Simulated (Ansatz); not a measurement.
Single points on AlGe₁₉PH₃₂, a doped nanocrystal cut from the lattice of germanium (Al and P 4.0 A apart).

```yaml
crystal:
  periodic: [false, false, false]
  atoms:
    - {symbol: P, position_ang: [-3.105570, -3.106425, 0.497525]}
    - {symbol: Ge, position_ang: [-3.301732, -0.150750, -2.126848]}
    - {symbol: Ge, position_ang: [-3.327843, 2.561977, 0.573278]}
    - {symbol: Ge, position_ang: [-0.149265, -3.302687, -2.126074]}
    - {symbol: Al, position_ang: [-0.330424, -0.329883, 0.773084]}
    - {symbol: Ge, position_ang: [2.562787, -3.325363, 0.573765]}
    - {symbol: Ge, position_ang: [2.615828, -0.554912, -2.128807]}
    - {symbol: Ge, position_ang: [-0.556059, 2.616105, -2.128319]}
    - {symbol: Ge, position_ang: [-0.356897, 5.365756, 0.643766]}
    - {symbol: Ge, position_ang: [2.460206, 2.461643, 0.647831]}
    - {symbol: Ge, position_ang: [5.366133, -0.352936, 0.641724]}
    - {symbol: Ge, position_ang: [-1.789000, -4.568689, -0.816225]}
    - {symbol: Ge, position_ang: [-4.567587, -1.791605, -0.818245]}
    - {symbol: Ge, position_ang: [-1.838563, -1.838406, 2.091431]}
    - {symbol: Ge, position_ang: [-1.791439, 1.093793, -0.653431]}
    - {symbol: Ge, position_ang: [-2.119926, 4.224060, 1.903430]}
    - {symbol: Ge, position_ang: [1.093756, -1.790211, -0.653597]}
    - {symbol: Ge, position_ang: [1.111501, 1.110938, 2.191509]}
    - {symbol: Ge, position_ang: [4.226999, -2.117608, 1.901480]}
    - {symbol: Ge, position_ang: [3.879104, 1.022648, -0.743188]}
    - {symbol: Ge, position_ang: [1.019866, 3.880476, -0.741871]}
    - {symbol: H, position_ang: [-3.991725, -3.992499, 1.191948]}
    - {symbol: H, position_ang: [-4.424137, 0.711194, -2.781688]}
    - {symbol: H, position_ang: [-2.617606, -0.969926, -3.259267]}
    - {symbol: H, position_ang: [-4.243218, 1.715668, 1.513547]}
    - {symbol: H, position_ang: [-4.269192, 3.298064, -0.428658]}
    - {symbol: H, position_ang: [-0.968800, -2.620400, -3.259351]}
    - {symbol: H, position_ang: [0.713754, -4.425037, -2.779595]}
    - {symbol: H, position_ang: [1.716904, -4.239218, 1.515920]}
    - {symbol: H, position_ang: [3.297282, -4.268362, -0.427815]}
    - {symbol: H, position_ang: [1.827266, 0.173130, -3.255947]}
    - {symbol: H, position_ang: [3.616537, -1.536404, -2.814634]}
    - {symbol: H, position_ang: [-1.537458, 3.615965, -2.815483]}
    - {symbol: H, position_ang: [0.173480, 1.827408, -3.254403]}
    - {symbol: H, position_ang: [-1.045093, 6.405268, -0.292321]}
    - {symbol: H, position_ang: [0.534219, 6.164038, 1.642136]}
    - {symbol: H, position_ang: [3.428159, 3.429650, 1.405096]}
    - {symbol: H, position_ang: [6.406266, -1.039637, -0.294804]}
    - {symbol: H, position_ang: [6.163623, 0.538699, 1.640294]}
    - {symbol: H, position_ang: [-2.865089, -5.389187, -1.586839]}
    - {symbol: H, position_ang: [-1.164200, -5.479934, 0.277146]}
    - {symbol: H, position_ang: [-5.385929, -2.868750, -1.589694]}
    - {symbol: H, position_ang: [-5.480983, -1.167587, 0.273782]}
    - {symbol: H, position_ang: [-3.050846, -1.294880, 2.917393]}
    - {symbol: H, position_ang: [-1.295000, -3.050315, 2.917912]}
    - {symbol: H, position_ang: [-3.129634, 5.290775, 2.426786]}
    - {symbol: H, position_ang: [-1.505452, 3.518630, 3.143873]}
    - {symbol: H, position_ang: [2.123957, 0.362012, 3.111970]}
    - {symbol: H, position_ang: [0.364061, 2.122004, 3.114667]}
    - {symbol: H, position_ang: [3.524028, -1.504570, 3.144085]}
    - {symbol: H, position_ang: [5.294983, -3.127661, 2.421709]}
    - {symbol: H, position_ang: [4.780056, 1.911371, -1.660910]}
    - {symbol: H, position_ang: [1.907910, 4.782619, -1.659073]}
basis:
  gaussian: {orbitals: def2-TZVP, fitting: {mean_field: def2-universal-jkfit}, initial_orbitals: start.molden}
hamiltonian: {xc: pbe, dispersion: d4}
scf: {omitted_lower_state_checks: [starts]}
output: {forces: true, orbitals: {seedname: orbitals}}
```

The file start.molden holds the orbitals of an earlier run on this structure, at another level or in another basis.

```sh
$ ansatz run in.yaml --threads 11 --pin off --events-out ev --progress --plain --max-ram 174080MiB --backend cuda --devices 0, --max-vram 75GiB
```

Output, abridged:

```
Functional definition: PBE
5886 factors; integrals over basis functions are off by at most 6.2e-1 eV
mean field evaluation 1: about -1090092.1402 eV, gradient 3.6e1 eV
mean field evaluation 2: about -1090093.2148 eV, gradient 1.3e0 eV
mean field evaluation 4: about -1090093.1779 eV, gradient 1.3e-1 eV
mean field evaluation 8: about -1090093.1779 eV, gradient 1.6e-5 eV
mean field -1090093.17792176 eV, -40060.1853969303 hartree, gradient 1.6e-5 eV, S^2 0.000000; 0 other end points of the search recorded, 0 dependent functions left out
reference -1090093.17803753 eV, -40060.1854011848 hartree; 334, 334 occupied and 844, 844 virtual orbitals, 5886 factors
Total energy: -1090096.53172072 eV, -40060.3086467690 hartree
Atom 0 at    -3.105570    -3.106425     0.497525 Å, force    -0.057513    -0.057613     0.055833 eV/Å
Atom 1 at    -3.301732    -0.150750    -2.126848 Å, force    -0.021050     0.007760    -0.036668 eV/Å
Atom 2 at    -3.327843     2.561977     0.573278 Å, force    -0.044618     0.004458    -0.000809 eV/Å
Atom 3 at    -0.149265    -3.302687    -2.126074 Å, force     0.007917    -0.021038    -0.036599 eV/Å
Atom 4 at    -0.330424    -0.329883     0.773084 Å, force     0.013283     0.013652    -0.006468 eV/Å
Atom 5 at     2.562787    -3.325363     0.573765 Å, force     0.003917    -0.044722    -0.000398 eV/Å
Atom 6 at     2.615828    -0.554912    -2.128807 Å, force     0.011960     0.001429    -0.031743 eV/Å
Atom 7 at    -0.556059     2.616105    -2.128319 Å, force     0.001451     0.012232    -0.031636 eV/Å
Atom 8 at    -0.356897     5.365756     0.643766 Å, force     0.005962     0.049481     0.005392 eV/Å
Atom 9 at     2.460206     2.461643     0.647831 Å, force     0.018364     0.018538     0.019282 eV/Å
Atom 10 at     5.366133    -0.352936     0.641724 Å, force     0.050123     0.005923     0.005649 eV/Å
Atom 11 at    -1.789000    -4.568689    -0.816225 Å, force    -0.068243    -0.004092     0.053468 eV/Å
Atom 12 at    -4.567587    -1.791605    -0.818245 Å, force    -0.004138    -0.067879     0.053538 eV/Å
Atom 13 at    -1.838563    -1.838406     2.091431 Å, force    -0.062737    -0.062544    -0.022834 eV/Å
Atom 14 at    -1.791439     1.093793    -0.653431 Å, force     0.001080     0.000729    -0.001306 eV/Å
Atom 15 at    -2.119926     4.224060     1.903430 Å, force    -0.016027     0.014440     0.039836 eV/Å
Atom 16 at     1.093756    -1.790211    -0.653597 Å, force     0.001287     0.000932    -0.001250 eV/Å
Atom 17 at     1.111501     1.110938     2.191509 Å, force     0.004659     0.004610     0.028410 eV/Å
Atom 18 at     4.226999    -2.117608     1.901480 Å, force     0.014807    -0.016224     0.040194 eV/Å
Atom 19 at     3.879104     1.022648    -0.743188 Å, force     0.019876     0.012025    -0.022591 eV/Å
Atom 20 at     1.019866     3.880476    -0.741871 Å, force     0.012192     0.019885    -0.022590 eV/Å
Atom 21 at    -3.991725    -3.992499     1.191948 Å, force     0.103288     0.103163    -0.088638 eV/Å
Atom 22 at    -4.424137     0.711194    -2.781688 Å, force     0.043301    -0.033055     0.021269 eV/Å
Atom 23 at    -2.617606    -0.969926    -3.259267 Å, force    -0.024533     0.028709     0.041846 eV/Å
Atom 24 at    -4.243218     1.715668     1.513547 Å, force     0.033209     0.032291    -0.038663 eV/Å
Atom 25 at    -4.269192     3.298064    -0.428658 Å, force     0.033843    -0.028942     0.037823 eV/Å
Atom 26 at    -0.968800    -2.620400    -3.259351 Å, force     0.028595    -0.024571     0.042050 eV/Å
Atom 27 at     0.713754    -4.425037    -2.779595 Å, force    -0.033025     0.043394     0.021193 eV/Å
Atom 28 at     1.716904    -4.239218     1.515920 Å, force     0.032320     0.032973    -0.038838 eV/Å
Atom 29 at     3.297282    -4.268362    -0.427815 Å, force    -0.028674     0.034087     0.037959 eV/Å
Atom 30 at     1.827266     0.173130    -3.255947 Å, force     0.027203    -0.028615     0.039283 eV/Å
Atom 31 at     3.616537    -1.536404    -2.814634 Å, force    -0.039841     0.035916     0.023993 eV/Å
Atom 32 at    -1.537458     3.615965    -2.815483 Å, force     0.035819    -0.039845     0.024038 eV/Å
Atom 33 at     0.173480     1.827408    -3.254403 Å, force    -0.028772     0.027225     0.039267 eV/Å
Atom 34 at    -1.045093     6.405268    -0.292321 Å, force     0.026887    -0.042161     0.038973 eV/Å
Atom 35 at     0.534219     6.164038     1.642136 Å, force    -0.035794    -0.032135    -0.043527 eV/Å
Atom 36 at     3.428159     3.429650     1.405096 Å, force    -0.033044    -0.033152    -0.026742 eV/Å
Atom 37 at     6.406266    -1.039637    -0.294804 Å, force    -0.042421     0.026863     0.039173 eV/Å
Atom 38 at     6.163623     0.538699     1.640294 Å, force    -0.032118    -0.035844    -0.043789 eV/Å
Atom 39 at    -2.865089    -5.389187    -1.586839 Å, force     0.045110     0.031487     0.028912 eV/Å
Atom 40 at    -1.164200    -5.479934     0.277146 Å, force    -0.022934     0.033148    -0.043252 eV/Å
Atom 41 at    -5.385929    -2.868750    -1.589694 Å, force     0.031496     0.045233     0.028958 eV/Å
Atom 42 at    -5.480983    -1.167587     0.273782 Å, force     0.033336    -0.022994    -0.043090 eV/Å
Atom 43 at    -3.050846    -1.294880     2.917393 Å, force     0.041194    -0.023286    -0.027502 eV/Å
Atom 44 at    -1.295000    -3.050315     2.917912 Å, force    -0.023247     0.041181    -0.027527 eV/Å
Atom 45 at    -3.129634     5.290775     2.426786 Å, force     0.040703    -0.042928    -0.022289 eV/Å
Atom 46 at    -1.505452     3.518630     3.143873 Å, force    -0.021299     0.025913    -0.047219 eV/Å
Atom 47 at     2.123957     0.362012     3.111970 Å, force    -0.033193     0.030397    -0.029508 eV/Å
Atom 48 at     0.364061     2.122004     3.114667 Å, force     0.030129    -0.033140    -0.029592 eV/Å
Atom 49 at     3.524028    -1.504570     3.144085 Å, force     0.025911    -0.021549    -0.047992 eV/Å
Atom 50 at     5.294983    -3.127661     2.421709 Å, force    -0.043206     0.041135    -0.022358 eV/Å
Atom 51 at     4.780056     1.911371    -1.660910 Å, force    -0.031352    -0.031541     0.034597 eV/Å
Atom 52 at     1.907910     4.782619    -1.659073 Å, force    -0.031440    -0.031341     0.034486 eV/Å
Dipole moment:    -0.900496    -0.900065    -0.130888 e Å
Checks for a lower state left out: starts
```

Hardware: 11 threads of AMD EPYC 7R13 on a shared host and a whole NVIDIA H100 80GB HBM3. Wall time 22 s, peak host memory 1.8 GiB.

First input, but with `gaussian: {orbitals: def2-SVP, fitting: {mean_field: def2-universal-jkfit}, initial_orbitals: start.molden}`, `hamiltonian: {xc: pbe0, dispersion: d4}`, `output: {orbitals: {seedname: orbitals}}` (abridged; 21 s):

```
Functional definition: PBE0
mean field -1089983.28927337 eV, -40056.1470635874 hartree, gradient 1.5e-5 eV, S^2 0.000000
Total energy: -1089986.36247681 eV, -40056.2600017307 hartree
Checks for a lower state left out: starts
```

Geometry: PBE-D4/def2-SVP.

Single mean-field runs in def2-SVP, def2-TZVP are fitted with def2-universal-jkfit.
